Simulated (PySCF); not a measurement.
Ga(Cl)2(NHMe) (CH4Cl2GaN), SMILES C[NH][Ga]([Cl])[Cl]. Atoms are numbered in the order given.

```xyz
9

Ga     0.0741     0.1188     0.0000
Cl     0.6772     2.1791     0.0000
Cl    -2.0165    -0.3826     0.0000
N      1.2990    -1.2023     0.0000
C      1.0385    -2.6308     0.0000
H      2.2817    -0.9471     0.0000
H      1.4559    -3.1318    -0.8928
H      1.4559    -3.1318     0.8928
H     -0.0466    -2.8133     0.0000
```

Geometry: B3LYP-D3(BJ)/def2-SVP. The structure was generated by enumeration; whether it is a known compound was not checked. The values are those of a single conformer.

Level of theory: IEF-PCM-PBE0/def2-SVP run with PySCF.

The values are the electrostatic part of the solvation free energy, E(continuum) − E(gas) at the gas-phase geometry, in a cavity of scaled van der Waals radii (PySCF's table); cavitation and dispersion terms are not included. A continuum can't describe solvent molecules that bind to the metal. In vacuum the orbital gap is 6.28 eV. The dipole moment in vacuum is 2.80 D.

Computed values in water (ε = 78.36), tetrahydrofuran (ε = 7.43), methanol (ε = 32.61):
```csv
solvent,ε,ΔG(elec) (kcal/mol),dipole (D),gap (eV)
water,78.36,-4.5,3.46,6.11
tetrahydrofuran,7.43,-3.7,3.34,6.14
methanol,32.61,-4.4,3.44,6.11
```
